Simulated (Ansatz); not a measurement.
Ansatz (a first-principles code) input (B3LYP-D3(BJ)/def2-TZVP):

Ansatz 0.2 input:
```yaml
crystal:
  periodic: [false, false, false]
  atoms:
    - {symbol: Ge, position_ang: [0.76234888, -0.37384298, 0.27863948]}
    - {symbol: O, position_ang: [1.07853450, 0.08422618, -1.23511787]}
    - {symbol: Br, position_ang: [-1.77250222, 0.36727903, 0.92870426]}
basis:
  gaussian:
    orbitals: def2-TZVP
hamiltonian:
  xc: b3lyp
  dispersion: d3bj
total_charge: -1
relax: {f_tol: 0.002, max_steps: 150}
```

End of the output:

```
mean field -128617.79799863 eV, -4726.6168961748 hartree, gradient 2.5e-5 eV, S^2 0.000000; 0 other end points of the search recorded, 0 dependent functions left out
the calculation of the forces begins
reference -128617.79818433 eV, -4726.6169029994 hartree; 38, 38 occupied and 89, 89 virtual orbitals, 953 factors
relax step   7: F+E_penalty+E_count = -128617.92604214 eV  Δ(F+E_penalty+E_count) = -3.585e-6 eV  max|allowed force component| = 3.021e-4 eV/Å  Δτ_max = 0.0010 Å  (35 SCF iters, accepted)
integrals: 0.05 GiB planned
953 factors; their error is unknown
mean field: 0.51 GiB planned
mean field -128617.79799863 eV, -4726.6168961748 hartree, gradient 2.5e-5 eV, S^2 0.000000; 1 other end points of the search recorded, 0 dependent functions left out
the calculation of the forces begins
reference -128617.79818433 eV, -4726.6169029994 hartree; 38, 38 occupied and 89, 89 virtual orbitals, 953 factors
Total energy: -128617.92622784 eV, -4726.6216085116 hartree
Atom 0 at     0.764024    -0.382702     0.299989 Å, force    -0.000065    -0.000091     0.000302 eV/Å
Atom 1 at     1.089835     0.090722    -1.263520 Å, force    -0.000025     0.000100    -0.000235 eV/Å
Atom 2 at    -1.785479     0.369642     0.935756 Å, force     0.000090    -0.000009    -0.000067 eV/Å
Dipole moment:     0.135670    -0.259360     0.536945 e Å
```
